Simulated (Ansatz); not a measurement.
Sn₃₁H₃₆, a nanocrystal cut from cubic tin. Total charge 0; triplet. Geometry r2SCAN-D4/def2-SVP, that of the neutral singlet; atoms count from 1.

```xyz
67

Sn    3.168   -2.910   -3.618
Sn   -1.395   -1.632   -5.156
Sn    5.300   -0.064   -0.822
Sn    3.379    3.806    0.635
Sn   -3.190    2.221   -3.524
Sn   -0.894    4.920   -0.708
Sn    1.048    1.016   -2.205
Sn   -0.523   -3.032   -0.779
Sn    1.810   -0.253    2.146
Sn   -2.457    0.844    0.799
Sn    3.661   -4.154    0.705
Sn   -4.758   -1.851   -2.228
Sn   -3.881   -3.284    2.496
Sn   -0.141    3.642    3.655
Sn   -1.653   -0.362    5.183
Sn    3.476   -0.202   -2.955
Sn   -0.800    0.980   -4.330
Sn    1.919   -4.240   -1.491
Sn   -2.330   -3.063   -2.937
Sn    1.520    3.696   -1.468
Sn    5.798    2.599   -0.103
Sn    4.214   -1.480    1.347
Sn    2.260    2.445    2.821
Sn   -2.723    4.893   -2.830
Sn   -4.259    0.771   -1.365
Sn   -1.938    3.527    1.499
Sn   -0.033   -0.365    0.009
Sn   -1.675   -4.526    1.303
Sn    0.806   -1.494    4.459
Sn   -3.445   -0.565    3.031
Sn   -1.217    2.315    5.878
H     4.733   -3.592   -3.861
H     2.291   -3.110   -5.083
H    -2.646   -1.572   -6.340
H    -0.035   -2.390   -5.885
H     6.776   -0.824   -1.307
H     3.643    5.460    1.068
H    -4.314    2.140   -4.838
H    -0.561    6.546   -0.221
H     5.118   -4.999    0.339
H     2.948   -4.928    2.068
H    -5.777   -1.788   -3.617
H    -5.590   -2.753   -1.023
H    -5.249   -3.471    1.471
H    -4.246   -4.080    3.981
H     0.161    5.302    4.037
H    -2.309   -1.222    6.532
H     4.124    0.659   -4.308
H    -0.122    1.872   -5.648
H     1.620   -5.886   -1.928
H    -2.619   -4.710   -3.377
H     2.162    4.525   -2.845
H     6.507    3.441   -1.429
H     6.918    2.665    1.204
H     5.321   -1.420    2.675
H     3.386    2.466    4.136
H    -2.093    5.756   -4.181
H    -4.194    5.661   -2.367
H    -5.740    1.514   -0.869
H    -3.438    4.254    1.964
H    -0.483   -4.839    2.504
H    -2.160   -6.054    0.670
H     0.657   -3.194    4.231
H     1.947   -1.251    5.727
H    -4.950    0.146    3.505
H    -0.138    2.416    7.217
H    -2.695    3.062    6.350
```

In the def2 sets Sn takes a core potential; there is no spin–orbit coupling. Single mean-field runs in def2-SVP are fitted with def2-universal-jkfit. At PBE0-D4/def2-SVP a singlet of charge 0 lies 3.30 eV below the triplet at the same geometry.

Question: Estimate the Mulliken populations of the heavy atoms from the PBE0/def2-SVP orbitals of Ansatz.

Answer: 
```json
{"atom": "Sn1", "charge (e)": "0.15", "spin (α − β)": "0.00"}
{"atom": "Sn2", "charge (e)": "0.15", "spin (α − β)": "0.00"}
{"atom": "Sn3", "charge (e)": "0.02", "spin (α − β)": "0.00"}
{"atom": "Sn4", "charge (e)": "0.04", "spin (α − β)": "0.00"}
{"atom": "Sn5", "charge (e)": "0.02", "spin (α − β)": "0.00"}
{"atom": "Sn6", "charge (e)": "0.04", "spin (α − β)": "0.00"}
{"atom": "Sn7", "charge (e)": "-0.16", "spin (α − β)": "0.09"}
{"atom": "Sn8", "charge (e)": "-0.15", "spin (α − β)": "0.09"}
{"atom": "Sn9", "charge (e)": "-0.14", "spin (α − β)": "0.20"}
{"atom": "Sn10", "charge (e)": "-0.09", "spin (α − β)": "0.37"}
{"atom": "Sn11", "charge (e)": "0.16", "spin (α − β)": "0.00"}
{"atom": "Sn12", "charge (e)": "0.15", "spin (α − β)": "0.00"}
{"atom": "Sn13", "charge (e)": "0.15", "spin (α − β)": "0.00"}
{"atom": "Sn14", "charge (e)": "0.05", "spin (α − β)": "0.01"}
{"atom": "Sn15", "charge (e)": "0.02", "spin (α − β)": "0.00"}
{"atom": "Sn16", "charge (e)": "0.07", "spin (α − β)": "0.07"}
{"atom": "Sn17", "charge (e)": "0.06", "spin (α − β)": "0.02"}
{"atom": "Sn18", "charge (e)": "0.06", "spin (α − β)": "0.07"}
{"atom": "Sn19", "charge (e)": "0.05", "spin (α − β)": "0.01"}
{"atom": "Sn20", "charge (e)": "0.05", "spin (α − β)": "0.01"}
{"atom": "Sn21", "charge (e)": "0.18", "spin (α − β)": "0.00"}
{"atom": "Sn22", "charge (e)": "0.06", "spin (α − β)": "0.15"}
{"atom": "Sn23", "charge (e)": "0.04", "spin (α − β)": "0.01"}
{"atom": "Sn24", "charge (e)": "0.18", "spin (α − β)": "0.00"}
{"atom": "Sn25", "charge (e)": "0.04", "spin (α − β)": "0.11"}
{"atom": "Sn26", "charge (e)": "0.03", "spin (α − β)": "0.04"}
{"atom": "Sn27", "charge (e)": "-0.04", "spin (α − β)": "0.25"}
{"atom": "Sn28", "charge (e)": "0.16", "spin (α − β)": "0.01"}
{"atom": "Sn29", "charge (e)": "0.16", "spin (α − β)": "0.02"}
{"atom": "Sn30", "charge (e)": "0.03", "spin (α − β)": "0.05"}
{"atom": "Sn31", "charge (e)": "0.17", "spin (α − β)": "0.00"}
```
Mulliken values depend strongly on the basis.

Question: Where does the spin sit?

Answer: Summed by element: Sn 1.57, H 0.43, of 2 unpaired in all. Largest on single atoms: Sn10 0.37, Sn27 0.25, Sn9 0.20.

Question: And the Mayer bond orders between heavy atoms (over 0.3, the first 40 of 44)?

Answer: Sn1–Sn16 0.87 (2.81 Å); Sn1–Sn18 0.87 (2.80 Å); Sn2–Sn17 0.87 (2.80 Å); Sn2–Sn19 0.88 (2.80 Å); Sn3–Sn16 0.86 (2.81 Å); Sn3–Sn21 0.87 (2.80 Å); Sn3–Sn22 0.86 (2.81 Å); Sn4–Sn20 0.86 (2.81 Å); Sn4–Sn21 0.87 (2.80 Å); Sn4–Sn23 0.86 (2.81 Å); Sn5–Sn17 0.86 (2.81 Å); Sn5–Sn24 0.87 (2.80 Å); Sn5–Sn25 0.86 (2.81 Å); Sn6–Sn20 0.85 (2.81 Å); Sn6–Sn24 0.87 (2.80 Å); Sn6–Sn26 0.86 (2.81 Å); Sn7–Sn16 0.78 (2.82 Å); Sn7–Sn17 0.84 (2.82 Å); Sn7–Sn20 0.85 (2.82 Å); Sn7–Sn27 0.80 (2.82 Å); Sn8–Sn18 0.80 (2.82 Å); Sn8–Sn19 0.85 (2.81 Å); Sn8–Sn27 0.80 (2.82 Å); Sn8–Sn28 0.86 (2.81 Å); Sn9–Sn22 0.72 (2.81 Å); Sn9–Sn23 0.85 (2.82 Å); Sn9–Sn27 0.70 (2.82 Å); Sn9–Sn29 0.86 (2.81 Å); Sn10–Sn25 0.76 (2.82 Å); Sn10–Sn26 0.82 (2.82 Å); Sn10–Sn27 0.43 (2.82 Å); Sn10–Sn30 0.81 (2.82 Å); Sn11–Sn18 0.87 (2.80 Å); Sn11–Sn22 0.86 (2.81 Å); Sn12–Sn19 0.87 (2.80 Å); Sn12–Sn25 0.87 (2.81 Å); Sn13–Sn28 0.88 (2.80 Å); Sn13–Sn30 0.87 (2.81 Å); Sn14–Sn23 0.85 (2.81 Å); Sn14–Sn26 0.86 (2.81 Å).
